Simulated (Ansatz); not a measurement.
Start from `[SiH3][CH2][AlH][SiH2]Cl` and change one atom or group to get `C=[CH][AlH][SiH2]Cl`.

Ansatz, PBE0-D4/def2-TZVP geometries, multiplicity 1. Each molecule was computed in one conformer, which needn't be the lowest.

| property | `[SiH3][CH2][AlH][SiH2]Cl` |
| --- | --- |
| size of the dipole moment (ωB97M-V/def2-TZVPP) / D | 1.60 |
| HOMO–LUMO gap (PBE/def2-TZVPP) / eV | 4.34 |
| size of the dipole moment (B3LYP/def2-TZVPP) / D | 1.57 |
| LUMO energy (ωB97M-V/def2-TZVPP) / eV | 0.68 |
| size of the dipole moment (PBE/def2-TZVPP) / D | 1.38 |
| HOMO–LUMO gap (PBE0/def2-TZVPP) / eV | 6.24 |

Q: Give the same properties after the change, and the shifts. (Estimate.)

A: Ansatz gave: 
| property | `C=[CH][AlH][SiH2]Cl` | shift |
| --- | --- | --- |
| size of the dipole moment (ωB97M-V/def2-TZVPP) / D | 1.63 | 0.03 |
| HOMO–LUMO gap (PBE/def2-TZVPP) / eV | 3.36 | -0.98 |
| size of the dipole moment (B3LYP/def2-TZVPP) / D | 1.59 | 0.02 |
| LUMO energy (ωB97M-V/def2-TZVPP) / eV | -0.44 | -1.12 |
| size of the dipole moment (PBE/def2-TZVPP) / D | 1.52 | 0.14 |
| HOMO–LUMO gap (PBE0/def2-TZVPP) / eV | 5.28 | -0.96 |

With PBE0 the HOMO falls by 0.06 eV and the LUMO falls by 1.04 eV, so the gap narrows by about 0.98 eV. PBE moves the HOMO by 0.01 eV and ωB97M-V by -0.07 eV. Dipoles are sizes alone; their direction can turn.

B3LYP here is the variant with VWN-RPA as its local correlation; programs differ in this.
